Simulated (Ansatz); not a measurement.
The cluster Li₉, relaxed as a doublet with UKS r2SCAN/def2-TZVP in Ansatz, starting from the GFN2-xTB geometry. Force threshold 0.02 eV/Å.

The relaxation made no stability test and no search for a lower SCF solution. The structure comes from a short search, and lower isomers may exist.

Start:

Cartesian coordinates in Å:
```
Li 0.9469 -2.0685 -0.1603
Li -2.1582 1.1803 -0.5465
Li 0.2972 -1.1349 2.3974
Li 2.2337 -0.2590 -1.9109
Li 1.2231 0.5145 0.6378
Li -0.1757 -0.3128 -1.8726
Li -1.4213 -1.1714 0.3905
Li -1.1268 1.0993 1.8724
Li 0.1811 2.1525 -0.8077
```

| step | energy (eV) | largest force component (eV/Å) | SCF passes |
| --- | --- | --- | --- |
| 1 | -1838.8136 | 0.741 | 79 |
| 2 | -1839.5018 | 0.346 | 63 |
| 3 | -1839.7412 | 0.120 | 57 |
| 4 | -1839.8221 | 0.088 | 55 |
| 5 | -1839.8607 | 0.099 | 54 |
| 6 | -1839.9023 | 0.077 | 54 |
| 7 | -1839.9469 | 0.080 | 52 |
| 8 | -1839.9766 | 0.072 | 51 |
| 9 | -1840.0005 | 0.037 | 43 |
| 10 | -1840.0225 | 0.042 | 42 |
| 11 | -1840.0475 | 0.054 | 51 |
| 12 | -1840.0691 | 0.055 | 52 |
| 13 | -1840.0860 | 0.042 | 46 |
| 14 | -1840.0920 | 0.068 | 39 |
| 15 | -1840.0930 | 0.063 | 37 |
| 16 | -1840.0995 | 0.018 | 40 |
| 17 | -1840.1008 | 0.018 | 32 |
| 18 | -1840.1014 | 0.005 | 31 |

Force components are those of the run's own axes.

End:

```tsv
atom	x (Å)	y (Å)	z (Å)
Li1	0.962	-2.566	-0.355
Li2	-2.310	1.361	-0.679
Li3	1.467	-0.445	2.027
Li4	2.563	-0.186	-1.008
Li5	0.003	0.001	0.001
Li6	-0.316	-0.473	-2.469
Li7	-1.891	-1.504	0.769
Li8	-1.208	1.400	2.048
Li9	0.729	2.412	-0.332
```

Bonds lost: Li1–Li3, Li1–Li6, Li1–Li7, Li2–Li6, Li2–Li7, Li2–Li9, Li3–Li7, Li3–Li8 (atoms count from 1). Bonds formed: Li2–Li5 (atoms count from 1). Metal–metal contacts that move far: Li5–Li7 3.15 to 2.54 Å.

The force fell under the threshold at step 16, but the optimiser went on. No frequencies were taken in this run, so the end may be a saddle point.

Hardware: 4 threads of Arm Neoverse V1 on a shared host. Wall time 72 s.
